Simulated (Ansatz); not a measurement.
Stepwise reaction of `[CH3][Al]([F])[F]` with hydrogen sulfide, as a gas-phase model of exchange steps in deposition or etching. ΔE in kJ/mol.

Computed with Ansatz on PBE0-D4/def2-TZVP structures; ΔE is electronic, products minus reactants. CBS: MP2 limit from def2 TZ/QZ plus the TZ coupled-cluster correction, frozen cores. This one scheme is used for every species. Functionals use def2-TZVPP. B3LYP here is the variant with VWN-RPA as its local correlation; programs differ in this. One conformer a species, not always the lowest.

| step | reaction | PBE-D4 | B3LYP-D4 | ωB97M-V | CCSD(T)/CBS |
| --- | --- | --- | --- | --- | --- |
| 1 | `[CH3][Al]([F])[F]` + H₂S → `[CH3][Al]([F])[SH]` + H–F | 64.4 | 76.8 | 74.3 | 70.9 |
| 2 | `[CH3][Al]([F])[SH]` + H₂S → `[CH3][Al]([SH])[SH]` + H–F | 64.0 | 76.5 | 74.6 | 69.7 |

Problem. By hand: ΔE of the 2 steps together at CCSD(T)/CBS.

Solution. (70.9) + (69.7) = 140.6 kJ/mol, or 70.3 kJ/mol a step.

In ΔE the steps differ by no more than 1.2 kJ/mol. All are uphill at CCSD(T)/CBS. PBE-D4 differs from CCSD(T)/CBS by -6.5 to -5.7 kJ/mol a step. Isolated molecules leave out the surface, adducts and barriers. Largest T1 diagnostic: 0.012.
